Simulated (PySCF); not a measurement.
# input.py for RbI

The script input.py:

```python
from pyscf import gto, scf, mp

mol = gto.M(
    atom='Rb 0 0 0; I 0 0 3.604',
    basis='lanl2dz',
    ecp={'Rb': 'lanl2dz', 'I': 'lanl2dz'},
    charge=0,
    spin=0,
    verbose=4,
)
mf = scf.RHF(mol)
mf.kernel()
mp.MP2(mf).kernel()
mf.dip_moment()
print('orbital energies (hartree):', mf.mo_energy[..., max(0, mol.nelec[1]-3):mol.nelec[0]+3].round(4))
```

```bash
$ OMP_NUM_THREADS=1 python input.py
```

Output (some set-up lines and the per-cycle HOMO/LUMO lines with their warnings removed):

```
PySCF version 2.14.0

[INPUT] verbose = 4
[INPUT] num. atoms = 2
[INPUT] num. electrons = 16
[INPUT] charge = 0
[INPUT] spin (= nelec alpha-beta = 2S) = 0
[INPUT] symmetry False subgroup None
[INPUT] Mole.unit = angstrom
[INPUT] Symbol           X                Y                Z      unit          X                Y                Z       unit  Magmom
[INPUT]  1 Rb     0.000000000000   0.000000000000   0.000000000000 AA    0.000000000000   0.000000000000   0.000000000000 Bohr   0.0
[INPUT]  2 I      0.000000000000   0.000000000000   3.604000000000 AA    0.000000000000   0.000000000000   6.810572952932 Bohr   0.0

nuclear repulsion = 9.25032305437292
number of shells = 9
number of NR pGTOs = 35
number of NR cGTOs = 20
basis = lanl2dz
ecp = {'Rb': 'lanl2dz', 'I': 'lanl2dz'}

******** <class 'pyscf.scf.hf.RHF'> ********
method = RHF
initial guess = minao
damping factor = 0
level_shift factor = 0
DIIS = <class 'pyscf.scf.diis.CDIIS'>
diis_start_cycle = 1
diis_space = 8
diis_damp = 0
SCF conv_tol = 1e-09
SCF conv_tol_grad = None
SCF max_cycles = 50
direct_scf = True
direct_scf_tol = 1e-13
Set gradient conv threshold to 3.16228e-05
Initial guess from minao.
init E= -31.3597662581076
cycle= 1 E= -34.8135266497057  delta_E= -3.45  |g|= 0.329  |ddm|= 3.39
cycle= 2 E= -34.8257847364945  delta_E= -0.0123  |g|= 0.0195  |ddm|= 0.26
cycle= 3 E= -34.8262384983479  delta_E= -0.000454  |g|= 0.00568  |ddm|= 0.0509
cycle= 4 E= -34.8263012600472  delta_E= -6.28e-05  |g|= 0.00207  |ddm|= 0.0185
cycle= 5 E= -34.8263147661005  delta_E= -1.35e-05  |g|= 0.000378  |ddm|= 0.0114
cycle= 6 E= -34.8263150865478  delta_E= -3.2e-07  |g|= 5.06e-05  |ddm|= 0.0019
cycle= 7 E= -34.8263150914463  delta_E= -4.9e-09  |g|= 5.77e-06  |ddm|= 0.000256
cycle= 8 E= -34.8263150914829  delta_E= -3.66e-11  |g|= 1.11e-06  |ddm|= 2.06e-05
Extra cycle  E= -34.8263150914839  delta_E= -9.81e-13  |g|= 2.21e-07  |ddm|= 2.94e-06
converged SCF energy = -34.8263150914839

******** <class 'pyscf.mp.mp2.RMP2'> ********
nocc = 8, nmo = 20
E(RMP2) = -34.8429573151395  E_corr = -0.0166422236556313
E(SCS-RMP2) = -34.8433091543767  E_corr = -0.0169940628928
E_corr(same-spin) = -0.00343454480072024
E_corr(oppo-spin) = -0.0132076788549111
Dipole moment(X, Y, Z, Debye): -0.00000, -0.00000, -15.65533
orbital energies (hartree): [-0.2635 -0.2552 -0.2552 -0.0236  0.0149  0.0149]
```

In short: E(SCF) = -34.826315 Eh, 8 cycles, E(MP2) − E(SCF) = -0.01664 Eh, μz(SCF) = -15.66 D.

Hardware: Arm Neoverse V2, 1 thread, shared host. Wall time 0.72 s, peak memory 0.11 GiB.

Stability towards an unrestricted solution was not tested. The bond length is a typed value, not an optimised one.
